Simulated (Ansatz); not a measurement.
`[SiH3][Al]([Cl])[Cl]`, relaxed with RKS PBE0-D4/def2-TZVP in Ansatz 0.2.0 from a PBE-D4/def2-SVP geometry. The force threshold is 0.005 eV/Å; the program also tests the step.

Charge 0, multiplicity 1.

Start:

```xyz
7

Si   -0.632    0.938   -0.131
Al    0.708   -1.077    0.164
Cl    2.691   -1.182   -0.560
Cl   -0.033   -2.803    1.133
H    -2.000    0.764    0.469
H     0.043    2.115    0.525
H    -0.777    1.245   -1.599
```

Task: By how much does the energy fall, and how many steps does the optimiser take? (Best estimate.)

Result: Computed: 1.74 kJ/mol, in 3 steps.

Task: Which bonds change most? (Best estimate.)

Result: Computed: Al2–Cl4 from 2.114 to 2.091 Å; Al2–Cl3 from 2.113 to 2.091 Å; Si1–H6 from 1.507 to 1.488 Å; Si1–H7 from 1.507 to 1.488 Å.

Task: Give the relaxed structure. (An estimate is asked.)

Result: The calculation gave: 
```xyz
7

Si   -0.632    0.934   -0.131
Al    0.707   -1.076    0.162
Cl    2.669   -1.167   -0.555
Cl   -0.031   -2.778    1.124
H    -1.985    0.767    0.462
H     0.045    2.088    0.521
H    -0.772    1.232   -1.582
```
